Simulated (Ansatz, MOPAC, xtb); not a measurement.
Diatomic S2+, multiplicity 2 (the spin of the measured ground state). The T1 diagnostic near the minimum is 0.079, so single-reference values are doubtful.

Seven points along R, fitted to fifth degree in 1/R; most abundant isotopes. Runs in def2 and cc sets follow the lowest solution found near the PBE0 minimum.

The state that PM7 reach isn't checked; PM7 holds dispersion and hydrogen-bond terms.

Programs: Ansatz (Gaussian basis) for Hartree–Fock, density functionals and correlated methods; MOPAC for PM7 (differences of heats of formation); xtb for the GFN methods. Values without a source in brackets are computed. The GFN methods have no spin term and hold the electronic entropy of 300 K.

Problem. What bond length and harmonic frequency does PM7 give?

Solution. r_e = 1.753 Å, ω_e = 736 cm⁻¹.

Problem. What bond length and harmonic frequency does GFN2-xTB give?

Solution. r_e = 1.848 Å, ω_e = 797 cm⁻¹.

Problem. What bond length and harmonic frequency does SVWN5/def2-TZVPP give?

Solution. r_e = 1.823 Å, ω_e = 824 cm⁻¹.

Measured for the ground state: r_e 1.825 Å [NIST CCCBDB].

Ansatz is a quantum-chemistry and plane-wave program.
